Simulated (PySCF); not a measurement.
**Molecular orbitals of BiB⁻**

PBE0 at R = 2.083 Å; Bi def2-SVPD with ECP60, B def2-SVPD; scalar-relativistic core potentials (PySCF 2.14). State: ²Σ⁺ (doublet), unpaired electrons σ ↑. Only the outer orbitals are listed, counted within each symmetry, core potentials removing the inner ones.

```tsv
spin	orbital	occ.	ε (eV)	on Bi (%)	main shells (%)
α	5σ	1	-10.54	82	80 Bi s, 15 B s
α	6σ	1	-4.74	33	64 B s, 20 Bi p, 13 Bi s
α	7σ	1	-0.94	41	50 B p, 33 Bi p, 8 B s
α	3π	1	-0.21	63	62 Bi p, 38 B p
α	3π	1	-0.21	63	62 Bi p, 38 B p
α	4π	0	3.95	48	39 B p, 25 Bi p, 23 Bi d
α	4π	0	3.95	48	39 B p, 25 Bi p, 23 Bi d
β	5σ	1	-10.31	82	82 Bi s, 13 B s
β	6σ	1	-3.53	42	57 B s, 29 Bi p, 12 Bi s
β	3π	1	-0.08	77	76 Bi p, 24 B p
β	3π	1	-0.08	77	76 Bi p, 24 B p
β	7σ	0	2.40	35	38 B s, 26 Bi p, 26 B p
β	4π	0	4.48	45	46 B p, 31 Bi d, 14 Bi p
β	4π	0	4.48	45	46 B p, 31 Bi d, 14 Bi p
```

Task: Which are the highest filled and the lowest empty level, where do they sit, and how wide is the gap?

Result: Highest filled β 3π at -0.08 eV (in %: 76 Bi p, 24 B p); lowest empty β 7σ at 2.40 eV (in %: 38 B s, 26 Bi p, 26 B p); the gap at PBE0 is 2.48 eV. An empty level above zero is unbound, and its energy depends on the basis.

```json
{"bond order (Mayer)": "2.61", "⟨S²⟩": "0.798", "charge on Bi (Mulliken, basis-dependent)": "-0.58", "charge on Bi (Löwdin, basis-dependent)": "-0.14", "dipole moment (positive dipole points towards B; it is taken about the centre of mass and depends on that origin)": "-4.06 D", "polarisability along the bond": "133.4 bohr³", "polarisability across the bond": "93.5 bohr³"}
```

These are scalar-relativistic numbers at best; spin–orbit coupling would shift them, the dissociation energy most. The state was picked by a PBE0 search and need not be the measured ground state.
